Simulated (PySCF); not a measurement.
## A barrier at the coupled-cluster level

Start structure (GaH5O3, closed shell), relaxed at PBE0-D4/def2-TZVP:

```xyz
9
angstrom
Ga 0.0390 -0.4519 -0.4346
O 0.5189 0.8603 -1.5448
O 1.0789 -1.1467 0.8252
O -1.5654 -1.1680 -0.6403
H -0.7912 1.7081 0.9879
H -0.9075 1.2041 1.5299
H 1.4141 1.1838 -1.4308
H 1.9405 -0.7329 0.8986
H -2.0577 -0.7606 -1.3564
```

The step: GaH₃O₃ ([OH][Ga]([OH])[OH]) + H₂ → GaH₃O₂ ([OH][GaH][OH]) + H₂O (still joined by a long Ga–O bond); bonds formed: Ga1–H6, O2–H5; bonds broken: H5–H6; bonds weakened to dative contacts: Ga1–O2. PySCF 2.14 with density fitting (its default auxiliary sets; JK sets also for MP2 and CCSD(T)); basis: def2-TZVPP and def2-QZVPP; cores frozen in the correlated methods. Filled d shells of the heavier atoms are correlated. The def2 sets are not built for correlating such inner shells, so the correlated values are less sure here. Extrapolation: Hartree–Fock as exp(−7.88 √X), correlation as X^−2.97. Energies below are by CCSD(T) at an estimated basis limit (MP2 extrapolated from triple and quadruple zeta, plus CCSD(T) − MP2 in triple zeta).

(1) What are the electronic barrier and the energy of the step, from the start structure to the end structure? (To be estimated.)

The T1 diagnostic stays at or below 0.014.

Answers

(1) By the calculation: Barrier 26.52 kcal/mol; step energy -6.05 kcal/mol (downhill); reverse barrier, their difference, 32.57 kcal/mol. Barrier and step energy count from the start structure, the reverse barrier from the end structure.

The saddle point: One imaginary mode of 1248i cm⁻¹.
```json
{"pair": "Ga1–H6", "start (Å)": "2.74", "saddle (Å)": "1.84", "end (Å)": "1.57"}
{"pair": "O2–H5", "start (Å)": "2.97", "saddle (Å)": "1.29", "end (Å)": "0.96"}
{"pair": "Ga1–O2", "start (Å)": "1.78", "saddle (Å)": "1.95", "end (Å)": "2.15"}
{"pair": "H5–H6", "start (Å)": "0.75", "saddle (Å)": "1.00", "end (Å)": "3.03"}
```

Zero-point energy (harmonic, PBE0-D4): ZPE is 33.03 kcal/mol at the start and 33.91 kcal/mol at the saddle, so the barrier goes from 26.52 to 27.40 kcal/mol.

Labels in which every atom is bracketed show which atoms are joined, not bond orders.

For scale, one of the runs: CCSD(T)/def2-TZVPP, 211 basis functions, launched by `OMP_NUM_THREADS=4 python run.py`. The run took 14 min on 4 CPU threads of an Arm Neoverse V2 (shared host), with 4 GiB of host memory at its peak.
